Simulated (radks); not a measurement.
All-electron atom: Ir43+ in [Ar] 3d10 4s2 4p3 5s1 (not the ground configuration). Method: Dirac Kohn-Sham, PBE, spin-unpolarised, spherical densities, finite nucleus; open shells fill j = l - 1/2 first; Fermi nuclear charge, rms radius 5.4032 fm; computed with a radial shooting solver on a logarithmic mesh with Libxc functionals.

Unscreened Slater integrals over Kohn-Sham orbitals (eV). Large and small components are both included.

integral,value
"F0(5s1/2,5s1/2)",38.165
"F0(5s1/2,4p3/2)",44.925
"G1(5s1/2,4p3/2)",4.7431
"F0(5s1/2,4p1/2)",45.510
"G1(5s1/2,4p1/2)",4.7345
"F0(5s1/2,4s1/2)",45.373
"G0(5s1/2,4s1/2)",3.5764
"F0(4p3/2,4p3/2)",62.084
"F2(4p3/2,4p3/2)",32.160
"F0(4p3/2,4p1/2)",63.723
"G2(4p3/2,4p1/2)",32.218
"F0(4p3/2,4s1/2)",63.368
"G1(4p3/2,4s1/2)",42.360
"F0(4p1/2,4p1/2)",65.580
"F0(4p1/2,4s1/2)",65.160
"G1(4p1/2,4s1/2)",43.402
"F0(4s1/2,4s1/2)",64.801
